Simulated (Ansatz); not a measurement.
Molecule: BiH5, net charge 0, singlet state. 
Geometry from a B3LYP-D3(BJ)/def2-TZVP (Ansatz, an electronic-structure program) optimisation:
```
Bi
H 1 1.7992
H 1 1.7992 2 120.00
H 1 1.7992 2 120.00 3 -180.00
H 1 1.8661 2 90.00 3 -90.00
H 1 1.8661 2 90.00 5 180.00
```
Charge 0, spin multiplicity 1.

Property: vertical triplet-singlet gap (E(triplet) - E(singlet); each state is the SCF solution reached for its spin; the molecule has degenerate orbitals, so one determinant may break the symmetry; the UHF <S^2> is 2.17 for the triplet (pure: 2.00)), in kcal/mol. Correlated levels leave the core frozen unless marked. UHF or UKS for open shells. Spin-orbit coupling is left out. The frozen core is the preceding noble-gas configuration, with the filled d and f shells of earlier blocks. Past Kr the def2 sets carry scalar-relativistic core potentials. CBS(X,Y): correlation extrapolated as X^-3; Hartree-Fock from the larger set. The bracket is a focal-point correction in the basis named.

```
level              program  vertical triplet-singlet gap (kcal/mol)
-----------------  -------  ---------------------------------------
HF/def2-SVPD        Ansatz                                     49.4
HF/def2-TZVPPD      Ansatz                                     50.3
HF/def2-QZVPPD      Ansatz                                     50.1
SVWN5/def2-TZVPD    Ansatz                                     42.0
PBE/def2-TZVPD      Ansatz                                     43.2
r2SCAN/def2-TZVPD   Ansatz                                     42.1
PBE0/def2-TZVPD     Ansatz                                     46.3
```

Task: Predict the RI-MP2/CBS(def2-TZVPPD,def2-QZVPPD)+[CCSD(T)-MP2]/def2-TZVPPD result (Ansatz).

Result: 58.0 kcal/mol
